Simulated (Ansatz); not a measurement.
System: CF2, charge 0, singlet. CF2 (SMILES F[C]F).
B3LYP-D3(BJ)/def2-TZVP minimum from Ansatz (a quantum-chemistry and plane-wave program):
```
C
F 1 1.3036
F 1 1.3036 2 104.75
```

Total energies in cc-pVTZ, 18 correlated electrons, 3 frozen orbitals. UHF or UKS for unpaired electrons; spin-orbit terms are left out. Correlated methods leave the cores frozen. No relativity. The restricted determinant of CF2 (F[C]F, singlet) is unstable towards broken spin symmetry in at least one set run.

```tsv
method	program	energy (Eh)	minus CCSDT(Q) (mEh)
HF	Ansatz	-236.75425	666.38
MP2	Ansatz	-237.38874	31.88
CCSD	Ansatz	-237.39628	24.34
CCSD(T)	Ansatz	-237.41913	1.49
UCCSD(T)	Ansatz	-237.41887	1.75
CCSDT(Q)	Ansatz	-237.42062	0.00
```

Rough core times of Ansatz's runs on a shared machine: CCSD(T) under 20 s, UCCSD(T) 20 s, CCSDT(Q) 8 min.
